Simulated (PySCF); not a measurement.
BeCl, charge +1, singlet, at a GFN2-xTB geometry (such geometries of metal compounds can be far from the true shape); M062X/def2-SVP run with PySCF.

Input for PySCF:
```python
from pyscf import gto, scf, dft

mol = gto.Mole()
mol.atom = '''
    Be   -0.00000000   -0.00000000   -1.34550453
    Cl    0.00000000    0.00000000    0.31658930
'''
mol.basis = 'def2-svp'
mol.charge = 1
mol.verbose = 4
mol.build()

mf = dft.RKS(mol)
mf.xc = 'm062x'
mf.kernel()
mf.analyze()
```

### Question
Predict the main parts of the log of this PySCF run.

### Answer

```
PySCF version 2.14.0

[INPUT] verbose = 4
[INPUT] num. atoms = 2
[INPUT] num. electrons = 20
[INPUT] charge = 1
[INPUT] spin (= nelec alpha-beta = 2S) = 0
[INPUT] symmetry False subgroup None
[INPUT] Mole.unit = angstrom
[INPUT] Symbol           X                Y                Z      unit          X                Y                Z       unit  Magmom
[INPUT]  1 Be     0.000000000000   0.000000000000  -1.345504530000 AA    0.000000000000   0.000000000000  -2.542635061062 Bohr   0.0
[INPUT]  2 Cl     0.000000000000   0.000000000000   0.316589300000 AA    0.000000000000   0.000000000000   0.598267070968 Bohr   0.0

nuclear repulsion = 21.6498308898481
number of shells = 13
number of NR pGTOs = 55
number of NR cGTOs = 27
basis = def2-svp
ecp = {}

******** <class 'pyscf.dft.rks.RKS'> ********
method = RKS
initial guess = minao
damping factor = 0
level_shift factor = 0
DIIS = <class 'pyscf.scf.diis.CDIIS'>
diis_start_cycle = 1
diis_space = 8
diis_damp = 0
SCF conv_tol = 1e-09
SCF conv_tol_grad = None
SCF max_cycles = 50
direct_scf = True
direct_scf_tol = 1e-13
XC library pyscf.dft.libxc version 7.1.2
    S. Lehtola, C. Steigemann, M. J. T. Oliveira, and M. A. L. Marques,  SoftwareX 7, 1–5 (2018)
XC functionals = m062x
    Y. Zhao and D. G. Truhlar,  Theor. Chem. Acc. 120, 215 (2008)
    Y. Zhao and D. G. Truhlar,  Theor. Chem. Acc. 120, 215 (2008)
radial grids:
    Treutler-Ahlrichs [JCP 102, 346 (1995); DOI:10.1063/1.469408] (M4) radial grids

becke partition: Becke, JCP 88, 2547 (1988); DOI:10.1063/1.454033
pruning grids: <function nwchem_prune>
grids dens level: 3
symmetrized grids: False
atomic radii adjust function: <function treutler_atomic_radii_adjust>
small_rho_cutoff = 0
Set gradient conv threshold to 3.16228e-05
Initial guess from minao.
tot grids = 32608
init E= -474.99420485272
  HOMO = -0.447810702946915  LUMO = -0.167758091764403  gap/eV = 7.62062
cycle= 1 E= -474.406421259874  delta_E= 0.588  |g|= 0.257  |ddm|= 1.71
  HOMO = -0.627269783249852  LUMO = -0.413325632248567  gap/eV = 5.82172
cycle= 2 E= -474.425682134151  delta_E= -0.0193  |g|= 0.249  |ddm|= 0.86
  HOMO = -0.662704183925859  LUMO = -0.381499632823475  gap/eV = 7.65197
cycle= 3 E= -474.445973522053  delta_E= -0.0203  |g|= 0.0239  |ddm|= 0.37
  HOMO = -0.654869885708907  LUMO = -0.376242126774069  gap/eV = 7.58185
cycle= 4 E= -474.44629795113  delta_E= -0.000324  |g|= 0.0082  |ddm|= 0.0463
  HOMO = -0.656336174744119  LUMO = -0.376361214705507  gap/eV = 7.61851
cycle= 5 E= -474.446347048424  delta_E= -4.91e-05  |g|= 0.00202  |ddm|= 0.0174
  HOMO = -0.656016228790558  LUMO = -0.376228861337777  gap/eV = 7.61340
cycle= 6 E= -474.44635308565  delta_E= -6.04e-06  |g|= 0.000149  |ddm|= 0.00924
  HOMO = -0.656034519669219  LUMO = -0.376237490605033  gap/eV = 7.61366
cycle= 7 E= -474.446353114014  delta_E= -2.84e-08  |g|= 1e-05  |ddm|= 0.000636
  HOMO = -0.656032399637115  LUMO = -0.376237894684797  gap/eV = 7.61360
cycle= 8 E= -474.446353114068  delta_E= -5.42e-11  |g|= 7.46e-07  |ddm|= 2.53e-05
  HOMO = -0.656032410379811  LUMO = -0.376238112377946  gap/eV = 7.61359
Extra cycle  E= -474.446353114068  delta_E= 5.68e-14  |g|= 3.52e-07  |ddm|= 2.3e-06
converged SCF energy = -474.446353114068
**** SCF Summaries ****
Total Energy =                        -474.446353114068245
Nuclear Repulsion Energy =              21.649830889848140
One-electron Energy =                 -691.851540597853841
Two-electron Energy =                  195.755356593937449
Two-electron Coulomb Energy =          226.627968302850064
DFT Exchange-Correlation Energy =      -30.872611708912604
HOMO-LUMO gap [eV] =                     7.613590649123647
**** MO energy ****
MO #1   energy= -102.89112950461   occ= 2
MO #2   energy= -10.0659202127692  occ= 2
MO #3   energy= -7.79004212847678  occ= 2
MO #4   energy= -7.78662318601914  occ= 2
MO #5   energy= -7.78662318601913  occ= 2
MO #6   energy= -4.71879015548784  occ= 2
MO #7   energy= -1.18080683650024  occ= 2
MO #8   energy= -0.729277152377077 occ= 2
MO #9   energy= -0.656032410379812 occ= 2
MO #10  energy= -0.656032410379811 occ= 2
MO #11  energy= -0.376238112377946 occ= 0
MO #12  energy= -0.245912748442955 occ= 0
MO #13  energy= -0.245912748442953 occ= 0
MO #14  energy= -0.118322816803307 occ= 0
MO #15  energy= -0.0839872541376794 occ= 0
MO #16  energy= -0.0360447385733195 occ= 0
MO #17  energy= -0.0360447385733179 occ= 0
MO #18  energy= 0.0751669893804224 occ= 0
 ** Mulliken pop on meta-lowdin orthogonal AOs  **
 ** Mulliken pop  **
pop of  0 Be 1s           1.99991
pop of  0 Be 2s           0.26715
pop of  0 Be 3s           0.00601
pop of  0 Be 2px          0.09222
pop of  0 Be 2py          0.09222
pop of  0 Be 2pz          0.02922
pop of  0 Be 3px          0.00775
pop of  0 Be 3py          0.00775
pop of  0 Be 3pz          0.01714
pop of  1 Cl 1s           2.00000
pop of  1 Cl 2s           1.99988
pop of  1 Cl 3s           1.90731
pop of  1 Cl 4s           0.00085
pop of  1 Cl 2px          1.99999
pop of  1 Cl 2py          1.99999
pop of  1 Cl 2pz          1.99998
pop of  1 Cl 3px          1.89149
pop of  1 Cl 3py          1.89149
pop of  1 Cl 3pz          1.75194
pop of  1 Cl 4px          0.00008
pop of  1 Cl 4py          0.00008
pop of  1 Cl 4pz          0.00063
pop of  1 Cl 3dxy         0.00000
pop of  1 Cl 3dyz         0.00846
pop of  1 Cl 3dz^2        0.01999
pop of  1 Cl 3dxz         0.00846
pop of  1 Cl 3dx2-y2      0.00000
 ** Mulliken atomic charges  **
charge of    0Be =      1.48062
charge of    1Cl =     -0.48062

WARN: System has nonzero charge 1; the dipole moment is origin-dependent.
Location of origin: [0. 0. 0.]

Dipole moment(X, Y, Z, Debye): -0.00000,  0.00000, -7.94084
```
